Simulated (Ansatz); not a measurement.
Task: Name a neutral molecule of Al, C, F, Si and H with HOMO–LUMO gap (ωB97M-V/def2-TZVPP) between 7.70 and 8.00 eV and HOMO energy (PBE/def2-TZVPP) between -5.15 and -4.85 eV (Ansatz, PBE0-D4/def2-TZVP geometry).

Result: `F[CH]1[CH2][Al]1[SiH3]` (7.91 eV, -4.98 eV). Other molecules can fit too; these were computed, each in one conformer that needn't be the lowest.
